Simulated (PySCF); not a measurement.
Species: GeH4 (charge -1, doublet). SMILES of the parent species: [GeH4]
Structure (B3LYP-D3(BJ)/def2-TZVP (Ansatz) minimum search):
```xyz
5

Ge     0.0149    -0.0017    -0.0432
H     -1.1285    -1.2108    -0.6105
H      0.4552    -0.8393     1.2357
H     -1.0984     0.9141     0.6297
H      1.2946     1.1915     0.1287
```
Charge -1, spin multiplicity 2.

Dispersion corrections to the total energy (kcal/mol) from the dftd3 and dftd4 libraries through PySCF: D3(BJ) without and D4 with the three-body term, each with the damping fitted for the functional named.

```csv
functional,D3(BJ),D4
LC-wPBE,-1.08,___
TPSS,-1.46,-2.65
r2SCAN,-0.29,-0.45
revPBE,-3.02,___
BLYP,-2.57,-4.46
HF,-12.06,-7.73
TPSSh,___,-2.38
```

### Question
Some entries are withheld; supply them.

### Answer

- LC-wPBE, D4: -2.17
- revPBE, D4: -6.69
- TPSSh, D3(BJ): -1.33
